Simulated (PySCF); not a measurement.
Zn(SeH)(OSiH3) (H4OSeSiZn), SMILES [SiH3][O][Zn][SeH]. Atoms are numbered in the order given.

```xyz
8

Zn     0.0688     0.0989    -0.1688
Se    -1.0217     0.9978     1.6295
H     -2.2841     0.3523     1.2111
O      0.9387    -0.5036    -1.5957
Si     1.5772    -1.8748    -2.2430
H      0.5115    -2.8513    -2.6379
H      2.4857    -2.5784    -1.2801
H      2.3703    -1.5399    -3.4623
```
Charge 0, spin multiplicity 1.

Geometry optimised at B3LYP-D3(BJ)/def2-SVP. The structure was generated by enumeration; whether it is a known compound was not checked. One conformer was computed; it need not be the lowest.

All values below come from PBE0/def2-TZVP (PySCF).

The molecule is in vacuum.

Estimate the frontier levels, gap, dipole moment and polarisability. (The exact figures need the calculation; the answer reports its results.)


The highest occupied level comes out as -7.32 eV and the lowest empty level is -1.40 eV. The orbital gap is 5.92 eV and the dipole moment is 1.18 D. The quadrupole, principal values (traceless, Buckingham form, about the centre of nuclear charge) is -9.12, 0.83, 8.29 D·Å and the mean static polarisability is 79.8 bohr³ (11.82 Å³). The polarisability, principal values is 65.2, 65.4, 108.7 bohr³.
